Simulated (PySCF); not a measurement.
**Simulated absorption spectrum**

Compound: CH11O2PSi3.
SMILES: `C[SiH2]O[SiH2]O[SiH2]P`

Level of theory: TDDFT B3LYP/def2-SVPD, vertical, gas phase, core orbitals frozen in the response (PySCF). The structure is a single GFN2-xTB conformer in the gas phase; no vibrational or solvent corrections. GFN2-xTB frequencies show an imaginary mode (35i cm⁻¹), so this geometry is no minimum at that level.

Each state is given a Gaussian of 0.3 eV full width at half maximum, with ε(max) = 2.175×10⁸ f / Δν̃ (Δν̃ the width in cm⁻¹). The width is an assumption, not a result. The curve ends short of the highest state used, and states not computed would add to its high-energy end.

(λ (nm), ε (L mol⁻¹ cm⁻¹)): (185.5, 8497), (186.6, 7435), (187.6, 6399), (188.6, 5362), (189.6, 4434), (190.6, 3724), (191.6, 3291), (192.6, 3128), (193.6, 3165), (194.6, 3296), (195.7, 3419), (196.7, 3423), (197.7, 3290), (198.7, 3029), (199.7, 2680), (200.7, 2294), (201.7, 1918), (202.7, 1581), (203.8, 1269), (204.8, 1039), (205.8, 847), (206.8, 686), (207.8, 547), (208.8, 426), (209.8, 323), (210.8, 236), (211.8, 167), (212.9, 109), (213.9, 71), (214.9, 44), (215.9, 27), (216.9, 16), (217.9, 9), (218.9, 5), (219.9, 2), (221.0, 1)

Task: Locate the maxima and give the states behind the curve.

Result: 196 nm (6.32 eV), ε about 3400, made up of S2 (94%) (ε in L mol⁻¹ cm⁻¹; maxima over ε = 5, shares over 10%). At its high-energy end, 6.68 eV, the curve is still rising (ε about 8400, from S3 and S4). The states used: S1 6.06 eV (f 0.0068); S2 6.31 eV (f 0.036); S3 6.67 eV (f 0.069); S4 6.90 eV (f 0.104); S5 6.99 eV (f 0.017); S6 7.11 eV (f 0.037); S7 7.20 eV (f 0.036); S8 7.28 eV (f 0.0071).

Task: Coming from long wavelengths, where does ε first pass 100 L mol⁻¹ cm⁻¹?

Result: At about 213 nm (5.82 eV), 0.24 eV below S1.

Task: On this curve, what absorbance would a 10⁻⁵ mol/L sample give at 193 nm over a 1 cm path?

Result: 193 nm is 6.424 eV, where ε is about 3100 L mol⁻¹ cm⁻¹, so A = ε c l ≈ 0.031 (Beer–Lambert, with the gas-phase spectrum and the assumed width).

Task: What would ε be at 6.32 eV, the highest of these maxima, with half the width (0.15 eV)?

Result: About 6370 L mol⁻¹ cm⁻¹ against 3440, a factor of about 1.9; a lone state at its own centre would give exactly 2.
